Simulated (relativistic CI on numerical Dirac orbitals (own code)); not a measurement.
Ni⁴⁺: resonant inelastic scattering at the L2,3 edge

Computed with this model: Dirac-Coulomb-Breit CI, separate exchange-only KLI orbitals for each configuration, model QED (radiative potential, 1s self-energy scaled to tabulated hydrogen-like ionisation energies), valence Slater integrals scaled by 0.8, Kramers-Heisenberg scattering through one core-hole configuration in a parametric crystal field; configurations [Ar] 3d6 → [He] 2s2 2p5 3s2 3p6 3d7; 10 K; core-hole width 0.6 eV; summed over polarisations. Incident energies are the highest absorption maxima for each field (at most a few, so the weaker spin-orbit partner edge can be absent), on the computed scale of the free ion. Intensities are in per cent of the strongest line above 0.02 eV; levels within 1 cm⁻¹ are merged; final levels count from the ground level, the first row holds all elastic scattering, lines under 0.4 are left out and each table stops after 24 rows. The scale of the Slater integrals is a model choice and moves the terms in proportion.

Field parameters in Wybourne normalisation: Td as Oh with Dq negative (B⁴₀ = 21Dq, B⁴₄ = √(5/14) B⁴₀). The field is a parameter set, without covalency.

S is read from ⟨S²⟩ = S(S + 1).

Td, 10Dq = -2200 cm⁻¹:

```tsv
Final level (eV)	Degeneracy	Irrep	S	859.7 eV	860.7 eV	861.4 eV
0.000	1	A1	2.00	232.9	246.2	250.6
0.008	3	T1	2.00	50.8	38.5	227.2
0.016	2	E	2.00	9.3	136.5	84.7
0.031	3	T2	2.00	4.8	4.2	13.0
0.252	3	T2	2.00	23.3	68.5	54.8
0.306	3	T1	2.00	40.9	74.8	85.1
0.321	2	E	2.00	0.9	25.5	62.6
0.375	3	T2	2.00	5.5	100.0	11.8
0.391	3	T1	2.00	6.3	54.3	30.7
0.406	1	A1	2.00	3.5	5.9	19.5
2.787	1	A1	1.00	4.8	0.2	0.0
2.804	3	T1	1.00	1.6	0.1	0.4
2.819	3	T2	1.00	4.1	2.5	0.4
2.837	2	E	1.00	5.1	0.9	2.1
2.930	3	T2	0.99	0.8	0.2	0.8
3.030	3	T2	1.00	6.7	0.6	2.0
3.032	2	E	1.00	3.3	0.1	1.0
3.059	3	T2	1.00	9.8	3.5	0.4
3.078	2	E	0.99	0.4	2.2	2.4
3.105	3	T1	1.00	3.0	4.0	2.5
3.165	3	T1	1.00	2.8	0.8	1.3
3.216	1	A1	0.99	0.2	1.2	0.1
3.291	3	T2	1.00	1.2	3.2	1.3
3.293	2	E	1.00	3.0	0.7	3.4
```

Td, 10Dq = -5000 cm⁻¹:

| Final level (eV) | Degeneracy | Irrep | S | 859.9 eV | 860.9 eV | 861.6 eV |
| --- | --- | --- | --- | --- | --- | --- |
| 0.000 | 1 | A1 | 2.00 | 215.1 | 146.8 | 121.1 |
| 0.006 | 3 | T1 | 2.00 | 37.5 | 7.0 | 76.9 |
| 0.012 | 2 | E | 2.00 | 1.4 | 93.4 | 37.6 |
| 0.021 | 3 | T2 | 2.00 | 0.3 | 3.4 | 3.9 |
| 0.572 | 3 | T2 | 2.00 | 30.4 | 38.8 | 40.5 |
| 0.627 | 3 | T1 | 2.00 | 35.1 | 50.4 | 68.4 |
| 0.632 | 2 | E | 2.00 | 3.2 | 18.0 | 45.4 |
| 0.700 | 3 | T2 | 2.00 | 8.8 | 100.0 | 12.1 |
| 0.707 | 3 | T1 | 2.00 | 5.0 | 41.8 | 22.4 |
| 0.714 | 1 | A1 | 2.00 | 4.2 | 4.1 | 17.6 |
| 2.573 | 3 | T2 | 1.00 | 1.7 | 1.7 | 0.4 |
| 2.582 | 2 | E | 1.00 | 2.1 | 0.2 | 2.9 |
| 2.590 | 1 | A1 | 1.00 | 9.6 | 0.8 | 0.0 |
| 2.597 | 3 | T1 | 1.00 | 2.1 | 0.1 | 0.6 |
| 2.943 | 3 | T2 | 1.00 | 1.0 | 0.2 | 0.8 |
| 2.947 | 3 | T1 | 1.00 | 0.4 | 0.5 | 0.0 |
| 3.064 | 3 | T2 | 1.00 | 0.3 | 0.7 | 0.4 |
| 3.067 | 2 | E | 1.00 | 4.3 | 0.7 | 0.6 |
| 3.148 | 3 | T2 | 1.00 | 18.2 | 2.7 | 1.6 |
| 3.171 | 2 | E | 0.99 | 1.0 | 1.4 | 1.2 |
| 3.209 | 3 | T1 | 1.00 | 0.1 | 3.2 | 1.3 |
| 3.253 | 3 | T1 | 1.00 | 11.9 | 3.6 | 0.4 |
| 3.331 | 1 | A1 | 0.99 | 9.0 | 2.6 | 2.2 |
| 3.418 | 3 | T2 | 0.99 | 10.7 | 5.3 | 0.7 |

For the first field the strongest loss at the lowest incident energy is the level at 0.31 eV (S = 2.00, against 2.00 in the thermal ground state). Levels of other spin, the first over 8 % at 3.06 eV, appear because spin-orbit coupling of the core hole, and in heavier ions of the valence shell too, mixes spins.
